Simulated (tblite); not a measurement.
A geometry optimisation, step by step.

Species: C₆H₇SSi (doublet state).
Bonds: Si1–S2, S2–C3, C3–C4 (aromatic), C4–C5 (aromatic), C5–C6 (aromatic), C6–C7 (aromatic), C7–C8 (aromatic), C3–C8 (aromatic). Hydrogens: H9, H10, H11 on Si1; H12 on C4; H13 on C5; H14 on C7; H15 on C8.
Bond orders are those of one Lewis drawing.

Computed with GFN2-xTB (tblite), gas phase: L-BFGS steps from a force-field or distance-geometry start until the largest atomic force falls under 0.01 eV/Å. 7 of its 69 geometries are shown.

Step 0: E = -579.4060 eV, largest atomic force 1.726 eV/Å
```
atom  x, y, z in Å  |  force x, y, z in eV/Å
Si1     3.016    0.196   -0.137    0.861   0.974  -0.122
S2      1.474   -0.971    0.734   -0.186  -0.611   0.464
C3     -0.174   -0.459    0.334   -0.205   0.728  -0.573
C4     -1.254   -1.147    0.845    0.633  -0.853   0.700
C5     -2.537   -0.758    0.545   -1.252   0.565  -0.492
C6     -2.780    0.328   -0.295    1.290  -0.886   0.729
C7     -1.720    1.035   -0.821   -1.173   0.070  -0.048
C8     -0.446    0.624   -0.487    0.975   0.221  -0.222
H9      3.439   -0.284   -1.457   -0.324   0.021   0.087
H10     4.205    0.086    0.739   -0.525  -0.167  -0.092
H11     2.656    1.636   -0.135   -0.034  -0.481  -0.081
H12    -1.034   -1.999    1.498   -0.373   0.302  -0.241
H13    -3.354   -1.329    0.977    0.047   0.152  -0.119
H14    -1.897    1.888   -1.476    0.232  -0.254   0.194
H15     0.400    1.161   -0.887    0.032   0.219  -0.183
```

Step 11: E = -579.6135 eV, largest atomic force 0.192 eV/Å
```
atom  x, y, z in Å  |  force x, y, z in eV/Å
Si1     3.019    0.233   -0.122   -0.062  -0.058  -0.011
S2      1.482   -0.990    0.766   -0.053  -0.024   0.062
C3     -0.148   -0.432    0.309    0.029   0.046  -0.038
C4     -1.218   -1.145    0.845    0.093   0.000   0.019
C5     -2.527   -0.773    0.555    0.042  -0.080   0.035
C6     -2.708    0.300   -0.264    0.000  -0.043   0.036
C7     -1.693    1.021   -0.811   -0.094   0.054  -0.036
C8     -0.381    0.651   -0.523   -0.050   0.028  -0.048
H9      3.303   -0.268   -1.461   -0.049   0.009  -0.023
H10     4.121    0.011    0.798   -0.011  -0.009  -0.007
H11     2.603    1.625   -0.161   -0.018   0.061   0.050
H12    -1.026   -1.987    1.492    0.019  -0.001  -0.001
H13    -3.354   -1.327    0.969   -0.017  -0.039   0.038
H14    -1.899    1.860   -1.452    0.091   0.132  -0.106
H15     0.420    1.226   -0.963    0.082  -0.075   0.029
```

Step 23: E = -579.6314 eV, largest atomic force 0.202 eV/Å
```
atom  x, y, z in Å  |  force x, y, z in eV/Å
Si1     2.972    0.241   -0.124   -0.140  -0.003   0.146
S2      1.468   -0.977    0.831    0.120   0.065  -0.079
C3     -0.138   -0.430    0.305    0.087   0.035  -0.014
C4     -1.204   -1.139    0.844    0.055  -0.035   0.047
C5     -2.511   -0.775    0.554   -0.029   0.044  -0.050
C6     -2.683    0.300   -0.268    0.000  -0.014   0.000
C7     -1.670    1.018   -0.829   -0.029   0.049  -0.036
C8     -0.357    0.641   -0.547   -0.010  -0.049   0.027
H9      3.161   -0.238   -1.486   -0.036   0.050  -0.039
H10     4.098   -0.022    0.750    0.094  -0.033  -0.014
H11     2.576    1.645   -0.055    0.023  -0.046  -0.026
H12    -0.991   -1.973    1.493   -0.053  -0.054   0.057
H13    -3.332   -1.333    0.975   -0.036   0.019  -0.012
H14    -1.857    1.865   -1.471    0.004  -0.003  -0.037
H15     0.464    1.184   -0.994   -0.051  -0.026   0.029
```

Step 34: E = -579.6587 eV, largest atomic force 0.178 eV/Å
```
atom  x, y, z in Å  |  force x, y, z in eV/Å
Si1     2.929    0.280   -0.086   -0.130  -0.002   0.076
S2      1.478   -0.975    0.909    0.152   0.057  -0.072
C3     -0.120   -0.453    0.341    0.020   0.037   0.004
C4     -1.205   -1.138    0.875    0.005   0.018   0.025
C5     -2.500   -0.759    0.541   -0.029  -0.016  -0.032
C6     -2.648    0.296   -0.310    0.021  -0.030  -0.008
C7     -1.616    0.982   -0.874   -0.002   0.034   0.000
C8     -0.317    0.591   -0.550   -0.021  -0.025  -0.027
H9      2.872   -0.048   -1.504    0.032   0.009  -0.071
H10     4.179   -0.103    0.546   -0.064  -0.018  -0.004
H11     2.575    1.678    0.149    0.059  -0.050   0.030
H12    -1.033   -1.960    1.553   -0.009   0.010   0.013
H13    -3.341   -1.297    0.948   -0.031   0.005   0.022
H14    -1.773    1.813   -1.545   -0.001  -0.033  -0.023
H15     0.515    1.102   -1.014   -0.001   0.004   0.066
```

Step 45: E = -579.6698 eV, largest atomic force 0.036 eV/Å
```
atom  x, y, z in Å  |  force x, y, z in eV/Å
Si1     2.902    0.297   -0.097    0.032   0.003  -0.006
S2      1.490   -0.985    0.897   -0.005   0.000   0.008
C3     -0.119   -0.457    0.364   -0.004   0.006   0.011
C4     -1.211   -1.130    0.901   -0.009   0.012   0.002
C5     -2.501   -0.758    0.538   -0.009  -0.014  -0.011
C6     -2.637    0.272   -0.345   -0.003  -0.005  -0.011
C7     -1.598    0.955   -0.901   -0.004   0.018   0.012
C8     -0.307    0.580   -0.537   -0.003  -0.018  -0.023
H9      2.811    0.063   -1.534    0.003   0.006  -0.003
H10     4.155   -0.163    0.471    0.021  -0.028   0.007
H11     2.624    1.688    0.240   -0.009  -0.006   0.016
H12    -1.054   -1.938    1.600    0.019   0.013  -0.008
H13    -3.353   -1.279    0.947    0.001  -0.010   0.024
H14    -1.744    1.766   -1.598   -0.014   0.003  -0.017
H15     0.536    1.099   -0.969   -0.017   0.019  -0.002
```

Step 57: E = -579.6724 eV, largest atomic force 0.035 eV/Å
```
atom  x, y, z in Å  |  force x, y, z in eV/Å
Si1     2.918    0.292   -0.092    0.004  -0.014  -0.023
S2      1.488   -0.976    0.894   -0.023  -0.016   0.000
C3     -0.121   -0.442    0.363    0.012  -0.004  -0.009
C4     -1.209   -1.118    0.904    0.010   0.005   0.018
C5     -2.503   -0.762    0.540   -0.002  -0.001  -0.015
C6     -2.644    0.254   -0.359   -0.011   0.012   0.004
C7     -1.611    0.946   -0.916   -0.003   0.003   0.003
C8     -0.316    0.587   -0.545    0.008   0.000   0.003
H9      2.815    0.101   -1.536   -0.004   0.003   0.025
H10     4.166   -0.212    0.450    0.003  -0.004   0.006
H11     2.647    1.671    0.292    0.015   0.032   0.003
H12    -1.042   -1.916    1.611    0.006  -0.014   0.007
H13    -3.348   -1.283    0.962   -0.003  -0.003  -0.001
H14    -1.765    1.748   -1.621   -0.007  -0.004  -0.004
H15     0.522    1.120   -0.969   -0.004   0.005  -0.017
```

Step 68: E = -579.6730 eV, largest atomic force 0.009 eV/Å
```
atom  x, y, z in Å  |  force x, y, z in eV/Å
Si1     2.922    0.292   -0.086   -0.003  -0.004   0.003
S2      1.485   -0.976    0.889    0.006   0.004   0.006
C3     -0.122   -0.438    0.359   -0.003  -0.005  -0.005
C4     -1.207   -1.115    0.906   -0.003   0.001   0.003
C5     -2.502   -0.763    0.541   -0.001  -0.002  -0.002
C6     -2.648    0.253   -0.356    0.000   0.000   0.000
C7     -1.617    0.945   -0.917   -0.001   0.000   0.000
C8     -0.320    0.590   -0.550    0.000   0.000  -0.003
H9      2.811    0.108   -1.529    0.002   0.006  -0.004
H10     4.167   -0.227    0.450   -0.001  -0.001   0.002
H11     2.670    1.674    0.305    0.004   0.001  -0.003
H12    -1.036   -1.912    1.613   -0.003  -0.003  -0.001
H13    -3.346   -1.288    0.963    0.002   0.003   0.003
H14    -1.775    1.743   -1.627   -0.003   0.002   0.003
H15     0.515    1.122   -0.981    0.004  -0.002  -0.002
```

Task: Summarise the path.

Result: The energy falls by 25.75 kJ/mol from step 0 to step 68; nine tenths of that is first reached at step 29. It falls at every step. The largest force goes from 1.726 to 0.009 eV/Å. Among the bonds C5–C6 changes most (a near tie, within 0.001 Å, with another), from 1.395 to 1.364 Å; the atoms move by 0.279 Å rms after alignment.

What follows is the cost of the whole relaxation. The run took 0.62 s of wall time on an Intel Xeon at 2.60 GHz with one thread, shared host.
